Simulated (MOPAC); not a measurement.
Input for MOPAC: PM6 on CH6BP (SMILES CBP), a point of a torsion scan.

```
PM6 1SCF PRECISE CHARGE=0 THREADS=1
CH6BP

C     -1.13609672 1     0.08378197 1    -0.30385450 1
B     -0.00072263 1    -0.22270789 1     0.73928453 1
P      1.80068955 1     0.01166575 1     0.30556844 1
H     -1.90116581 1    -0.69186138 1    -0.30148370 1
H     -1.64995429 1     1.00190785 1    -0.01559475 1
H     -0.79076946 1     0.21150263 1    -1.32818360 1
H     -0.28539108 1    -0.42930032 1     1.85869666 1
H      2.39021513 1    -0.95450300 1     1.09638440 1
H      1.88584778 1    -0.69118764 1    -0.87842144 1
```

It printed:

```
*******************************************************************************
 **                                                                           **
 **                              MOPAC v23.2.5                                **
 **                                                                           **
 *******************************************************************************
 ** MOPAC's Digital Object Identifier: https://doi.org/10.5281/zenodo.6511958 **
 **                                                                           **
 ** Please cite the open-source release paper for use of this MOPAC version:  **
 ** J. E. Moussa and J. J. P. Stewart (2026)                                  **
 ** MOPAC: An open-source semiempirical molecular orbital program             **
 ** J. Open Source Softw., 11(119), 8025, https://doi.org/10.21105/joss.08025 **
 *******************************************************************************

                              PM6 CALCULATION RESULTS

 *******************************************************************************
 *  PM6        - The PM6 Hamiltonian to be used
 *
 *
 *
 *                 CHARGE ON SYSTEM = 0
 *
 *
 *
 *  PRECISE    - TIGHTER CRITERIA TO BE USED
 *  1SCF       - DO 1 SCF AND THEN STOP
 *  THREADS=1  - MULTI-THREADING NOT USED
 *  T=         - A TIME OF 172800.0 SECONDS REQUESTED
 *  DUMP=N     - RESTART FILE WRITTEN EVERY 7200.0 SECONDS REQUESTED
 *******************************************************************************
PM6 1SCF PRECISE CHARGE=0 THREADS=1
 CH6BP

   ATOM   CHEMICAL          X               Y               Z
  NUMBER   SYMBOL      (ANGSTROMS)     (ANGSTROMS)     (ANGSTROMS)

     1       C         -1.13609672  *   0.08378197  *  -0.30385450  *
     2       B         -0.00072263  *  -0.22270789  *   0.73928453  *
     3       P          1.80068955  *   0.01166575  *   0.30556844  *
     4       H         -1.90116581  *  -0.69186138  *  -0.30148370  *
     5       H         -1.64995429  *   1.00190785  *  -0.01559475  *
     6       H         -0.79076946  *   0.21150263  *  -1.32818360  *
     7       H         -0.28539108  *  -0.42930032  *   1.85869666  *
     8       H          2.39021513  *  -0.95450300  *   1.09638440  *
     9       H          1.88584778  *  -0.69118764  *  -0.87842144  *



          CARTESIAN COORDINATES

    NO.       ATOM           X           Y           Z

     1         C         -1.1361      0.0838     -0.3039
     2         B         -0.0007     -0.2227      0.7393
     3         P          1.8007      0.0117      0.3056
     4         H         -1.9012     -0.6919     -0.3015
     5         H         -1.6500      1.0019     -0.0156
     6         H         -0.7908      0.2115     -1.3282
     7         H         -0.2854     -0.4293      1.8587
     8         H          2.3902     -0.9545      1.0964
     9         H          1.8858     -0.6912     -0.8784

 General Reference for PM6:
 "Optimization of Parameters for Semiempirical Methods V: Modification of NDDO Approximations
 and Application to 70 Elements", J. J. P. Stewart, J. Mol. Mod., 13, 1173-1213 (2007)
 URL: https://link.springer.com/article/10.1007/s00894-007-0233-4

           Empirical Formula: C H6 B P  =     9 atoms



      MOLECULAR POINT GROUP   :   C1


      RHF CALCULATION, NO. OF DOUBLY OCCUPIED LEVELS = 9


 -------------------------------------------------------------------------------
 PM6 1SCF PRECISE CHARGE=0 THREADS=1
 CH6BP



     1SCF WAS SPECIFIED, SO BFGS WAS NOT USED
     SCF FIELD WAS ACHIEVED


                              PM6 CALCULATION
                                                       MOPAC v23.2.5 Linux




          FINAL HEAT OF FORMATION =         32.90302 KCAL/MOL =     137.66625 KJ/MOL


          COSMO AREA              =        104.12 SQUARE ANGSTROMS
          COSMO VOLUME            =         87.81 CUBIC ANGSTROMS

          IONIZATION POTENTIAL    =          9.593044 EV
          HOMO LUMO ENERGIES (EV) =         -9.593 -0.180
          NO. OF FILLED LEVELS    =          9
          MOLECULAR WEIGHT        =         59.8422         POINT GROUP:  C1

          MOLECULAR DIMENSIONS (Angstroms)

            Atom       Atom       Distance
            H     8    H     5     4.62461
            H     9    H     7     3.23319
            H     4    P     3     2.16128


          SCF CALCULATIONS        =          1





   ATOM   CHEMICAL          X               Y               Z
  NUMBER   SYMBOL      (ANGSTROMS)     (ANGSTROMS)     (ANGSTROMS)

     1       C         -1.13609672  *   0.08378197  *  -0.30385450  *
     2       B         -0.00072263  *  -0.22270789  *   0.73928453  *
     3       P          1.80068955  *   0.01166575  *   0.30556844  *
     4       H         -1.90116581  *  -0.69186138  *  -0.30148370  *
     5       H         -1.64995429  *   1.00190785  *  -0.01559475  *
     6       H         -0.79076946  *   0.21150263  *  -1.32818360  *
     7       H         -0.28539108  *  -0.42930032  *   1.85869666  *
     8       H          2.39021513  *  -0.95450300  *   1.09638440  *
     9       H          1.88584778  *  -0.69118764  *  -0.87842144  *

                             CARTESIAN COORDINATES

   1    C       -1.136096720     0.083781970    -0.303854500
   2    B       -0.000722630    -0.222707890     0.739284530
   3    P        1.800689550     0.011665750     0.305568440
   4    H       -1.901165810    -0.691861380    -0.301483700
   5    H       -1.649954290     1.001907850    -0.015594750
   6    H       -0.790769460     0.211502630    -1.328183600
   7    H       -0.285391080    -0.429300320     1.858696660
   8    H        2.390215130    -0.954503000     1.096384400
   9    H        1.885847780    -0.691187640    -0.878421440


           Empirical Formula: C H6 B P  =     9 atoms



      MOLECULAR POINT GROUP   :   C1


                  EIGENVALUES
 -25.03353 -21.98398 -16.76479 -15.01907 -13.98289 -13.72966 -11.74208 -11.39892
  -9.59304  -0.18015   2.15610   3.97448   4.51034   5.19000   5.56981   5.83310
   6.07897   7.03502 133.14585 133.55368 133.61994 133.73041 133.98872


              NET ATOMIC CHARGES AND DIPOLE CONTRIBUTIONS

  ATOM NO.   TYPE          CHARGE      No. of ELECS.   s-Pop       p-Pop       d-Pop
    1          C          -0.583262        4.5833     1.08705     3.49622
    2          B          -0.039737        3.0397     1.12268     1.91706
    3          P           0.002264        4.9977     1.55681     3.42633     0.01460
    4          H           0.166787        0.8332     0.83321
    5          H           0.177065        0.8229     0.82293
    6          H           0.155218        0.8448     0.84478
    7          H           0.057964        0.9420     0.94204
    8          H           0.028992        0.9710     0.97101
    9          H           0.034708        0.9653     0.96529
 DIPOLE           X         Y         Z       TOTAL
 POINT-CHG.     0.254    -0.104    -0.008     0.275
 HYBRID        -0.723    -1.365    -0.445     1.608
 SUM           -0.469    -1.470    -0.453     1.608


          ATOMIC ORBITAL ELECTRON POPULATIONS

     Atom    s        px        py        pz      x^2-y^2     xz        z^2       yz        xy
    1  C   1.08705   1.16402   1.16769   1.16451
    2  B   1.12268   0.82784   0.22027   0.86895
    3  P   1.55681   1.06628   1.36655   0.99350   0.00336   0.00369   0.00218   0.00377   0.00159
    4  H   0.83321
    5  H   0.82293
    6  H   0.84478
    7  H   0.94204
    8  H   0.97101
    9  H   0.96529

 **********************
 *                    *
 * JOB ENDED NORMALLY *
 *                    *
 **********************




 == MOPAC DONE ==
```

The run finished.

Cost: very roughly 0.04 core-seconds.
